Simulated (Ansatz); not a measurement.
Cost and result up the ladder for Al(PH3)Cl3 (AlPH₃Cl₃) (8 atoms). Charge 0, multiplicity 1. Geometry: PBE-D4/def2-SVP.

```tsv
atom	x (Å)	y (Å)	z (Å)
Al1	-0.482	-1.283	0.057
P2	0.390	1.045	-0.045
H3	-0.340	2.000	-0.815
H4	1.696	1.242	-0.586
H5	0.521	1.767	1.179
Cl6	-0.484	-1.717	-2.023
Cl7	-2.353	-0.903	0.989
Cl8	1.053	-2.152	1.244
```

Ansatz; hardware A = 2 threads of AMD EPYC 7R13 on a shared host; B = 2 threads of AMD EPYC 7R13 on a shared host and a share (18 GiB) of an NVIDIA H100 80GB HBM3. Times are rough, and most runs start from the orbitals of an earlier one. CAM-B3LYP-D4/def2-TZVP serves as the yardstick here, not as an exact answer. Differences are given only for rows in sets of like size (and for xTB, whose basis is part of the method), since another set adds its own error. Binding counts from free atoms at the same level (Al doublet, P quartet, H doublet, Cl doublet; other spins of the atoms weren't run), without zero-point energy or a counterpoise term.

B3LYP takes the VWN-RPA correlation. Correlated methods freeze 25 core orbitals.

Correlated methods converge slowly with the basis.

| level | functions | wall time | binding energy per atom (eV) | difference from CAM-B3LYP-D4/def2-TZVP (eV) |
| --- | --- | --- | --- | --- |
| HF/STO-3G [A] | 48 | 0.51 s | 3.26 | – |
| PBE-D4/def2-SVP [A] | 105 | 1.9 s | 3.10 | – |
| LDA (SPW92)/def2-TZVP [A] | 203 | 2.2 s | 3.45 | 0.38 |
| PBE0-D4/def2-SVP [A] | 105 | 3.1 s | 3.07 | – |
| PBE-D4/def2-TZVP [A] | 203 | 3.2 s | 3.09 | 0.02 |
| CCSD(T)/def2-TZVPP [B] | 252 | 3.4 s | 3.00 | -0.07 |
| PBE-D4/def2-TZVPD [A] | 251 | 4.4 s | 3.09 | 0.02 |
| MP2/def2-TZVP [A] | 203 | 4.6 s | 3.01 | -0.05 |
| B3LYP-D4/def2-TZVP [A] | 203 | 6 s | 3.06 | -0.01 |
| PBE0-D4/def2-TZVP [A] | 203 | 6 s | 3.08 | 0.01 |
| r2SCAN-D4/def2-TZVP (with forces) [A] | 203 | 7 s | 3.12 | 0.05 |
| CAM-B3LYP-D4/def2-TZVP [A] | 203 | 7 s | 3.07 | 0.00 |
| PBE0-D4/def2-TZVPD [A] | 251 | 10 s | 3.08 | 0.01 |
| B3LYP-D4/def2-TZVPD [A] | 251 | 11 s | 3.06 | -0.01 |
